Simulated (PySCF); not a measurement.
## Working out the ionisation energy of Zr⁺

Zr⁺ [Kr] 4d2 5s1 (4F) → Zr²⁺ [Kr] 4d2 (3F). Computed with PySCF 2.14 in aug-cc-pVDZ-PP with ECP28MDF (5s5p4d2f, 54 functions), with a scalar-relativistic core potential. Frozen: 4s2 4p6. Energies in hartree (1 hartree = 27.21139 eV):

| part | Zr⁺ (lower) | Zr²⁺ (upper) |
| --- | --- | --- |
| UHF | -46.110366 | -45.660034 |
| MP2 opposite-spin | 0.000000 | 0.000000 |
| MP2 same-spin | -0.009077 | -0.002157 |

What does Hartree-Fock give?

(-45.660034) − (-46.110366) = 0.450332 hartree = 12.254 eV.

What do MP2 and SCS-MP2 (6/5 opposite-spin, 1/3 same-spin) give?

The opposite-spin parts differ by 0.000 eV and the same-spin parts by 0.188 eV. MP2: 12.254 + (0.000) + (0.188) = 12.442 eV. SCS-MP2: 12.254 + 1.2 × (0.000) + (0.188)/3 = 12.317 eV.

Reference: 13.13 eV (measured; NIST Atomic Spectra Database, ionization energies), between the lowest levels; spin-orbit coupling is absent from the calculation.

A double-zeta basis recovers only part of the correlation energy.

What remains against the reference includes basis incompleteness, the frozen core and correlation beyond second order.
